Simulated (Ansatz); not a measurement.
A nudged elastic band was laid between two geometries of AlBrH₃N (6 atoms, charge 0, multiplicity 1).

Level of theory: RKS PBE0/def2-SVP in Ansatz.

```json
{
  "movable images": "5",
  "climbing image": "yes",
  "spring": "5.0 eV/Å²",
  "optimiser": "quadratic models (default)",
  "start path": "IDPP",
  "force threshold": "0.03 eV/Å",
  "iteration limit": "10",
  "end points": "relaxed"
}
```

First end point:

```xyz
6
Properties=species:S:1:pos:R:3
N -0.541 0.313 -0.788
Al 0.368 -0.090 0.667
Br 1.484 -2.058 0.696
H -1.077 1.164 -0.915
H -0.605 -0.269 -1.617
H 0.413 0.875 1.911
```

Last end point:

```xyz
6
Properties=species:S:1:pos:R:3
N -0.541 0.313 -0.787
Al 0.369 -0.091 0.667
Br 1.484 -2.060 0.692
H -0.606 -0.266 -1.617
H -1.076 1.166 -0.911
H 0.412 0.875 1.910
```

Problem. What changes between the two ends?

Solution. No bond is made or broken. The dihedral H5–N1–Al2–Br3 goes from 0 to -180°. The two ends are copies of one structure, up to a mirror image or an exchange of like atoms.

Problem. Give the energies along the band, and the barrier.

Solution. The forces met the threshold. The highest image is number 3 of 0 to 6, 36.3 kJ/mol above the ends, which have the same energy within 2 meV. Another band between the same ends (5 images) ends at a top of the same energy, where a vibrational analysis finds 1 clearly imaginary mode.

| image | path coordinate (Å) | energy (kJ/mol) | dihedral H5–N1–Al2–Br3 (°) |
| --- | --- | --- | --- |
| 0 | 0.00 | 0.0 | 0 |
| 1 | 0.55 | 9.1 | 25 |
| 2 | 1.10 | 27.2 | 47 |
| 3 | 1.65 | 36.3 | 73 |
| 4 | 2.20 | 27.3 | 108 |
| 5 | 2.75 | 9.1 | 145 |
| 6 | 3.30 | 0.0 | -180 |

Problem. What is the geometry of the highest image?

Solution. 
```xyz
6
Properties=species:S:1:pos:R:3:forces:R:3
N -0.774 0.335 -0.654 0.02 0.00 0.01
Al 0.367 -0.097 0.650 -0.02 0.01 -0.02
Br 2.235 -1.320 0.241 0.01 0.00 0.00
H -0.550 1.034 -1.357 -0.01 -0.01 0.01
H -1.393 -0.351 -1.077 0.00 0.01 0.00
H 0.157 0.335 2.150 0.00 0.00 0.00
```

The band took 6 iterations and of the order of 50 core-seconds.

Run time: 50 s on 1 thread of Intel(R) Xeon(R) 6975P-C (Granite Rapids) (shared host), peak memory 0.26 GiB.
